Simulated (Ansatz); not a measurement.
Ansatz (a quantum-chemistry and plane-wave program) input (CCSD(T)/def2-SVPD):

Ansatz 0.2 input:
```yaml
crystal:
  periodic: [false, false, false]
  atoms:
    - {symbol: Tl, position_ang: [-0.00000000, -0.00000000, -0.45908937]}
    - {symbol: Cl, position_ang: [0.00000000, 0.00000000, 2.18742580]}
basis:
  gaussian:
    orbitals: def2-SVPD
total_charge: 1
magnetization: {spin_polarized: true, initial_magnetization: 1}
correlation: {method: ccsd_t, electrons: outside_noble_gas}
output: {forces: true}
```

End of the output:

```
mean field evaluation 192: about -17155.6540 eV, gradient 5.7e-1 eV
mean field evaluation 224: about -17154.4638 eV, gradient 2.3e-2 eV
mean field evaluation 256: about -17155.0801 eV, gradient 6.2e0 eV
mean field evaluation 288: about -17154.3922 eV, gradient 8.5e-2 eV
mean field evaluation 320: about -17154.2756 eV, gradient 1.2e-1 eV
mean field evaluation 352: about -17152.4125 eV, gradient 1.7e0 eV
mean field evaluation 384: about -17152.7826 eV, gradient 1.0e0 eV
mean field evaluation 416: about -17152.8165 eV, gradient 5.9e-4 eV
mean field evaluation 448: about -17152.7565 eV, gradient 8.7e-4 eV
mean field -17160.57948832 eV, -630.6396643372 hartree, gradient 1.9e-6 eV, S^2 0.786980; 8 other end points of the search recorded, 0 dependent functions left out
determinant -17160.57948832 eV, -630.6396643372 hartree, with singles and doubles -17165.24953511 eV, -630.8112853913 hartree
determinant -17160.52482728 eV, -630.6376555810 hartree, with singles and doubles -17165.05967393 eV, -630.8043081214 hartree
determinant -17160.57948832 eV, -630.6396643372 hartree, with singles and doubles -17165.25274257 eV, -630.8114032631 hartree
determinant -17160.52482728 eV, -630.6376555810 hartree, with singles and doubles -17165.05558375 eV, -630.8041578103 hartree
14 core orbitals not correlated, not the lowest: weight in the atoms' cores, before any rotation towards them, 0.937 or more for the frozen orbitals, at most 0.061 for the correlated occupied ones
reference -17160.57948832 eV, -630.6396643372 hartree; 5, 4 occupied and 40, 41 virtual orbitals, 675 factors
densities: 0.19 GiB planned
second order -3.98254367 eV of doubles, -0.00000000 eV of singles
coupled cluster: 0.15 GiB planned
cycle   1  -4.67325412 eV  change    1.3e-7 eV  update   1.7e-6
cycle   2  -4.67325391 eV  change    2.1e-7 eV  update   1.1e-6
cycle   3  -4.67325401 eV  change   -9.5e-8 eV  update   5.5e-7
cycle   4  -4.67325402 eV  change   -1.2e-8 eV  update   1.6e-7
cycle   5  -4.67325404 eV  change   -2.5e-8 eV  update   6.0e-8
perturbative correction -0.09796050 eV, -0.0035999820 hartree
the calculation of the forces begins
Total energy: -17165.35070286 eV, -630.8150032377 hartree
Atom 0 at    -0.000000    -0.000000    -0.459089 Å, force    -0.000000    -0.000000    -0.316689 eV/Å
Atom 1 at     0.000000     0.000000     2.187426 Å, force    -0.000000    -0.000000     0.316689 eV/Å
Dipole moment:     0.000000     0.000000    -0.358186 e Å
```
